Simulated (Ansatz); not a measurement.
C2H6Mg, triplet, geometry from GFN2-xTB (such geometries of metal compounds can be far from the true shape) (a higher spin typed on purpose: for a closed-shell molecule this is an excited state), atoms displaced at random by about 0.03 Å a coordinate; HF/STO-3G, gradient in Ansatz (a first-principles code).

Input for Ansatz:
Ansatz 0.2 input:
```yaml
crystal:
  periodic: [false, false, false]
  atoms:
    - {symbol: Mg, position_ang: [0.03912715, 0.00047161, 0.00205206]}
    - {symbol: C, position_ang: [1.76962751, 0.25634984, -1.42022354]}
    - {symbol: H, position_ang: [2.43886196, -0.62146187, -1.29413447]}
    - {symbol: H, position_ang: [2.25440095, 1.21232803, -1.16565064]}
    - {symbol: H, position_ang: [1.37314142, 0.26998275, -2.45202091]}
    - {symbol: C, position_ang: [-1.75143171, -0.30155958, 1.39885707]}
    - {symbol: H, position_ang: [-2.29470190, -1.17922401, 1.18143121]}
    - {symbol: H, position_ang: [-2.36060757, 0.60295633, 1.30255562]}
    - {symbol: H, position_ang: [-1.34919252, -0.23276338, 2.45895262]}
basis:
  gaussian:
    orbitals: STO-3G
hamiltonian:
  xc: hf
magnetization: {spin_polarized: true, initial_magnetization: 2}
output: {forces: true}
```

It wrote (shortened):

```
Functional definition: HF
296 factors; integrals over basis functions are off by at most 2.0e-4 eV
mean field evaluation 1: about -7486.7080 eV, gradient 7.4e0 eV
mean field evaluation 2: about -7486.9171 eV, gradient 7.3e0 eV
mean field evaluation 4: about -7487.4276 eV, gradient 8.9e-1 eV
mean field evaluation 8: about -7487.4597 eV, gradient 3.5e-1 eV
mean field evaluation 16: about -7487.6110 eV, gradient 3.4e-3 eV
mean field evaluation 32: about -7487.4710 eV, gradient 7.0e-2 eV
mean field evaluation 64: about -7487.4323 eV, gradient 9.0e-4 eV
mean field -7487.61103497 eV, -275.1646302501 hartree, gradient 2.9e-5 eV, S^2 2.021455; 4 other end points of the search recorded, 0 dependent functions left out
the calculation of the forces begins
reference -7487.61103497 eV, -275.1646302501 hartree; 16, 14 occupied and 9, 11 virtual orbitals, 296 factors
Total energy: -7487.61103497 eV, -275.1646302501 hartree
Atom 0 at     0.039127     0.000472     0.002052 Å, force     4.271397     0.790033    -3.273513 eV/Å
Atom 1 at     1.769628     0.256350    -1.420224 Å, force    -1.752959    -0.758694     1.034596 eV/Å
Atom 2 at     2.438862    -0.621462    -1.294134 Å, force    -0.250262     1.284457    -0.313609 eV/Å
Atom 3 at     2.254401     1.212328    -1.165651 Å, force     0.133568    -0.900188    -0.560506 eV/Å
Atom 4 at     1.373141     0.269983    -2.452021 Å, force     0.730462     0.172341     0.736937 eV/Å
Atom 5 at    -1.751432    -0.301560     1.398857 Å, force    -3.119223     1.992304     6.009118 eV/Å
Atom 6 at    -2.294702    -1.179224     1.181431 Å, force    -0.378732    -1.468226    -0.507054 eV/Å
Atom 7 at    -2.360608     0.602956     1.302556 Å, force     0.349602    -0.250450    -1.005498 eV/Å
Atom 8 at    -1.349193    -0.232763     2.458953 Å, force     0.016147    -0.861577    -2.120470 eV/Å
Dipole moment:    -0.823024    -0.121818     0.663912 e Å
```
